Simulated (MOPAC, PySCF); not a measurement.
H$_{2}$Cl$_{2}$Ge, SMILES `[GeH2]([Cl])[Cl]`, neutral singlet in the gas phase. 

Z-matrix (Å, degrees):
```
Ge
H 1 1.5294
H 1 1.5294 2 115.92
Cl 1 2.1581 2 108.11 3 -121.50
Cl 1 2.1581 2 108.11 3 121.51
```
Charge 0, spin multiplicity 1.

All levels are single points at this geometry (B3LYP-D3(BJ)/def2-TZVP); Pople sets use spherical d functions. Orbital energies aren't observables, and empty levels follow the basis.

| level | HOMO (eV) | LUMO (eV) | gap (eV) | dipole (D) | vertical IE, Delta-SCF (eV) |
|---|---|---|---|---|---|
| PBE-D3(BJ)/def2-TZVP in PySCF | -7.64 | -1.82 | 5.82 | 1.91 | – |
| ωB97X-D3(BJ)/def2-TZVP in PySCF | -11.51 | 1.28 | 12.79 | 2.11 | – |
| B3LYP/3-21G in PySCF | -8.88 | -1.21 | 7.67 | 2.97 | – |
| B3LYP/6-311+G** (LANL2DZ on Ge) in PySCF | -8.93 | -1.32 | 7.61 | 2.54 | – |
| B3LYP/6-31G* in PySCF | -8.69 | -1.09 | 7.60 | 2.29 | 11.06 |
| BP86/6-31G* in PySCF | -7.68 | -1.89 | 5.80 | 2.19 | – |
| PBE/6-31G* in PySCF | -7.58 | -1.77 | 5.81 | 2.18 | 10.63 |
| HF/3-21G in PySCF | -12.55 | 2.48 | 15.03 | 3.52 | – |
| PM7 in MOPAC | -10.88 | -2.19 | 8.69 | 3.52 | – |
